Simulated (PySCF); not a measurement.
**Identify the compound**

The spectra below were simulated for a compound CH$_{7}$F$_{3}$Si$_{3}$.

$^{1}$H NMR (400 MHz, computed): δ 4.20 (m, 1H), 3.72 (d, 6H).

$^{13}$C{$^{1}$H} NMR (computed): δ 143.8 (C).

How the numbers were obtained: shieldings: GIAO PBE0/pcSseg-1, GFN2-xTB geometry, in PySCF 2.14.0 with density-fitted response routines (a single conformation, averaged over atoms made equivalent by symmetry, fast rotation or ring inversion, no relativistic terms, in vacuum).

References, each an isolated molecule treated in the same way: TMS for $^{1}$H and $^{13}$C.

Q: Propose a structure and justify it.

A: 
- Rings plus π bonds: 0.
- Carbon types of the structure: 1 × C, leaving 7 H on heteroatoms.
- δC 143.8: CF3 carbon; 3 electronegative neighbours deshield it.
- δH 4.20: hydrogen on a silicon bonded to C, 2 Si.
- δH 3.72: hydrogen on a silicon bonded to Si.

The compound is SMILES [SiH3][SiH](C(F)(F)F)[SiH3].

The shifts were computed for this structure.

Splittings by $^{19}$F in the carbon and heteronuclear signals aren't shown, as no couplings were computed. Shifts are as computed. Against solution values, carbons near 30 ppm lie about +3 ppm off and those near 130 ppm about +5 ppm. Of 1211 compounds with measured shifts, 218 miss one by over three times the rms of a fit or turn the order of signals round; such compounds aren't used in these exercises. No couplings were computed; multiplicities are counted from neighbouring protons, with m where these are inequivalent, close in shift, in a saturated or five-membered ring or joined by F or P, and br s for small geminal =CH2 splittings.
